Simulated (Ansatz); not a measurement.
**Nudged elastic band run: ClHS2Si**

The input (input.yaml):

```yaml
crystal:
  periodic: [false, false, false]
  atoms:
    - { symbol: Cl, position_ang: [1.355497, -0.133143, 1.692094] }
    - { symbol: Si, position_ang: [0.011815, 0.258041, 0.18565] }
    - { symbol: S, position_ang: [-1.250098, -1.28841, -0.493312] }
    - { symbol: S, position_ang: [0.41067, -0.454614, -1.758042] }
    - { symbol: H, position_ang: [-0.527884, 1.618126, 0.37361] }
basis:
  gaussian: { orbitals: def2-SVP }
hamiltonian:
  xc: b3lyp
  dispersion: d4
neb:
  order_check: false
  images: 3
  f_tol: 0.05
  max_iterations: 60
  climbing: false
  final_atoms:
    - { symbol: Cl, position_ang: [1.67974268, -0.90456073, 1.70627477] }
    - { symbol: Si, position_ang: [1.00436795, 0.69576603, 0.48139713] }
    - { symbol: S, position_ang: [-1.26300548, -0.27223941, -0.14511214] }
    - { symbol: S, position_ang: [0.4159765, -0.39148963, -1.43202641] }
    - { symbol: H, position_ang: [-1.83708165, 0.87252374, -0.61053335] }
  initial_path:
    images:
      - { positions_ang: [[1.355497, -0.133143, 1.692094], [0.011815, 0.258041, 0.18565], [-1.250098, -1.28841, -0.493312], [0.41067, -0.454614, -1.758042], [-0.527884, 1.618126, 0.37361]] }
      - { positions_ang: [[1.43846698, -0.204824, 1.7055582], [0.23325169, 0.3572044, 0.19784828], [-1.27655813, -0.93121231, -0.45233404], [0.42706169, -0.52289608, -1.70112031], [-0.82222222, 1.301728, 0.25004787]] }
      - { positions_ang: [[1.52143695, -0.276505, 1.7190224], [0.45468837, 0.45636779, 0.21004656], [-1.30301826, -0.57401462, -0.41135608], [0.44345337, -0.59117816, -1.64419863], [-1.11656043, 0.98532999, 0.12648574]] }
      - { positions_ang: [[1.60058981, -0.59053286, 1.71264859], [0.72952816, 0.57606691, 0.34572184], [-1.28301187, -0.42312702, -0.27823411], [0.42971494, -0.4913339, -1.53811252], [-1.47682104, 0.92892687, -0.2420238]] }
      - { positions_ang: [[1.67974268, -0.90456073, 1.70627477], [1.00436795, 0.69576603, 0.48139713], [-1.26300548, -0.27223941, -0.14511214], [0.4159765, -0.39148963, -1.43202641], [-1.83708165, 0.87252374, -0.61053335]] }
```

Run as:

```bash
$ ansatz run input.yaml --threads 1 --pin off --max-ram 2048MiB --backend cpu --events-out ev --progress --plain --runs-dir out
```

Output, in part (warnings, iteration lines, the closing report on the highest movable image, with atoms numbered from 0):

```
NEB end point (image 0): max|allowed force component| = 1.029e-2 eV/Å (the criterion of neb.relax_end_points is 1.000e-2)
NEB end point (image 4): max|allowed force component| = 1.113e-2 eV/Å (the criterion of neb.relax_end_points is 1.000e-2)
NEB iter   1: max|band force component| = 3.285e0 eV/Å  barrier→ = 2.3797 eV  barrier← = 1.5803 eV  Δτ_max = 0.1698 Å  (126 SCF iters)
NEB iter   2: max|band force component| = 7.432e-1 eV/Å  barrier→ = 1.9297 eV  barrier← = 1.1303 eV  Δτ_max = 0.0850 Å  (85 SCF iters)
NEB iter   3: max|band force component| = 6.960e-1 eV/Å  barrier→ = 1.8211 eV  barrier← = 1.0217 eV  Δτ_max = 0.1788 Å  (87 SCF iters)
NEB iter   4: max|band force component| = 3.615e-1 eV/Å  barrier→ = 1.6821 eV  barrier← = 0.8827 eV  Δτ_max = 0.1754 Å  (90 SCF iters)
NEB iter   5: max|band force component| = 2.315e-1 eV/Å  barrier→ = 1.6550 eV  barrier← = 0.8556 eV  Δτ_max = 0.0416 Å  (86 SCF iters)
NEB iter   6: max|band force component| = 7.937e-2 eV/Å  barrier→ = 1.6441 eV  barrier← = 0.8447 eV  Δτ_max = 0.0070 Å  (83 SCF iters)
NEB iter   7: max|band force component| = 2.438e-2 eV/Å  barrier→ = 1.6436 eV  barrier← = 0.8442 eV  Δτ_max = 0.0000 Å  (150 SCF iters)
Total energy: -42076.31093173 eV, -1546.2759063933 hartree
Atom 0 at     1.440777    -0.279233     1.775771 Å, force     0.113726    -0.169438     0.003502 eV/Å
Atom 1 at     0.662208     0.732590     0.122097 Å, force     0.379855     0.245691     0.072882 eV/Å
Atom 2 at    -1.450536    -0.606280    -0.525006 Å, force     0.031329     0.239218     0.220367 eV/Å
Atom 3 at     0.367231    -0.611236    -1.604947 Å, force    -0.034483    -0.014000     0.098896 eV/Å
Atom 4 at    -1.019679     0.764159     0.232084 Å, force    -0.490427    -0.301470    -0.395647 eV/Å
Dipole moment:    -0.018750     0.228554     0.008604 e Å
```

It converged. No image climbed, so the highest image needn't sit at the top of the path. So few images can step over the top or miss a turn of the path. The orbitals stay closed-shell, which can raise the energy where a bond breaks towards radicals; this wasn't checked here.

Final band (atoms are numbered from 1 in the order of the input):

```
image  path coordinate (Å)  energy (eV)  Si2–H5 (Å)  S3–H5 (Å)
    0                 0.00         0.00        1.48       3.12
    1                 0.77         1.05        1.46       2.35
    2                 1.53         1.64        1.69       1.62
    3                 2.30         1.14        2.40       1.37
    4                 3.07         0.80        3.05       1.36
```

Run time: 55 s on 1 thread of Arm Neoverse V2 (shared host), peak memory 0.16 GiB.
